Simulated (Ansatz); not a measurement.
Gas-phase reaction R1 + R2 → P1 + P2, each structure at its B3LYP-D3(BJ)/def2-TZVP stationary point, reached from a drawn start (curvature not checked).
R1, SiH4 (SMILES [SiH4]) (charge 0, multiplicity 1):
```
atom    x (Å)    y (Å)    z (Å)
----  -------  -------  -------
Si     0.0000   0.0000   0.0000
H     -0.1691   1.2235  -0.8159
H     -0.7440   0.1479   1.2712
H      1.4371  -0.2048   0.2903
H     -0.5240  -1.1666  -0.7455
```
R2: H4OSi (SMILES O[SiH3]), charge 0, multiplicity 1.
P1: H6OSi2 (SMILES [SiH3]O[SiH3]), charge 0, multiplicity 1.
P2, H2 (SMILES [H][H]) (charge 0, multiplicity 1, Z-matrix in Å and degrees):
```
H
H 1 0.7440
```

P less R. No zero-point or thermal terms.

Cores are frozen in the correlated methods. CBS(a, b) extrapolates the correlation energy as X⁻³ and adds the Hartree–Fock energy of set b.

Programs: Ansatz (a first-principles code). All values are computed, each at the level named.

**Question.** Predict the reaction energy from r2SCAN/def2-TZVPP.

**Answer.** -19.4 kcal/mol

**Question.** Give the reaction energy at the level CCSD(T)/cc-pV(T+d)Z.

**Answer.** -19.8 kcal/mol

**Question.** Predict the reaction energy from CCSD(T)/CBS(cc-pV(T+d)Z, cc-pV(Q+d)Z).

**Answer.** -20.5 kcal/mol
